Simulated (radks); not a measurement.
Spin polarisation of the 5p1 shell in neutral indium. Start: [Kr] 4d10 5s2 5p(up 0.5, down 0.5); electrons of 5p are moved from spin down to spin up, other shells keep equal spins. Calculated with a radial shooting solver on a logarithmic mesh with Libxc functionals: scalar-relativistic Kohn-Sham, PBE, spin-polarised, spherical densities, finite nucleus; Fermi nuclear charge, rms radius of each element as measured or else 0.836 A^(1/3) + 0.57 fm.

moment (Bohr magnetons)  E - E(0) (eV)  e(5p up) (eV)  e(5p down) (eV)  5s down minus up (eV)  4d down minus up (eV)  4p down minus up (eV)
0                                0.000         -2.519           -2.519                  0.000                  0.000                  0.000
0.25                            -0.010         -2.594           -2.436                  0.144                  0.018                  0.004
0.5                             -0.039         -2.662           -2.346                  0.287                  0.037                  0.008
0.75                            -0.089         -2.723           -2.245                  0.431                  0.055                  0.012
1                               -0.160         -2.779           -2.121                  0.576                  0.074                  0.017

At moment 1 the spin-polarisation energy is -0.160 eV and the 5p exchange splitting 0.658 eV, that is 0.658 eV per Bohr magneton; E = -I m^2/4 would give I = 0.638 eV.
